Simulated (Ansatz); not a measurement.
Geometry optimisation, RKS PBE-D4/def2-SVP in Ansatz.

Input file:

```yaml
crystal:
  periodic: [false, false, false]
  atoms:
    - { symbol: C, position_ang: [-1.1212, 0.9453, 0.0208] }
    - { symbol: B, position_ang: [-0.093, 0.0954, -0.7358] }
    - { symbol: Si, position_ang: [1.0778, -1.0325, 0.2731] }
    - { symbol: F, position_ang: [2.0983, -0.0698, 1.3317] }
    - { symbol: H, position_ang: [-1.8504, 0.3309, 0.5742] }
    - { symbol: H, position_ang: [-0.6593, 1.7133, 0.6935] }
    - { symbol: H, position_ang: [-1.13058, 0.38821, -1.19033] }
    - { symbol: H, position_ang: [0.0263, 0.1369, -1.9203] }
    - { symbol: H, position_ang: [0.3265, -1.9845, 1.107] }
    - { symbol: H, position_ang: [2.0088, -1.7512, -0.6076] }
basis:
  gaussian: { orbitals: def2-SVP }
hamiltonian:
  xc: pbe
  dispersion: d4
relax:
  f_tol: 0.02
  max_steps: 50
```

Run as:

```bash
$ ansatz run input.yaml --threads 2 --pin off --max-ram 3072MiB --backend cpu --events-out ev --progress --plain --runs-dir out
```

Q: Where does it end, and by what steps?

A: The forces met the threshold. The force dipped under the threshold on the way, but the program's further checks kept it going. After 29 steps the energy has fallen by 4.782 eV; H7 moved furthest, 1.35 Å. Parted: B2–H7.

```tsv
step	energy less start (eV)	largest force component (eV/Å)	accepted
0	0.0000	4.558	yes
2	-3.0053	2.321	yes
4	-4.2003	2.129	yes
6	-4.6106	0.616	yes
8	-4.6419	0.105	yes
10	-4.6541	0.195	yes
12	-4.6757	0.528	yes
14	-4.7416	0.325	yes
16	-4.7578	0.115	yes
18	-4.7684	0.187	yes
20	-4.7761	0.052	yes
22	-4.7774	0.052	yes
24	-4.7790	0.108	yes
26	-4.7802	0.103	yes
28	-4.7814	0.018	yes
29	-4.7816	0.012	yes
```

```xyz
10
Properties=species:S:1:pos:R:3
C -1.051 0.980 -0.096
B -0.206 -0.170 -0.716
Si 1.188 -1.203 0.305
F 1.227 -0.745 1.893
H -1.097 1.010 1.010
H -0.468 1.887 -0.408
H -2.055 1.121 -0.544
H -0.328 -0.437 -1.903
H 0.901 -2.686 0.267
H 2.572 -0.986 -0.261
```

Time of the run: 34 s on 2 threads of Intel(R) Xeon(R) Platinum 8488C (Sapphire Rapids) (shared host), peak memory 0.17 GiB.
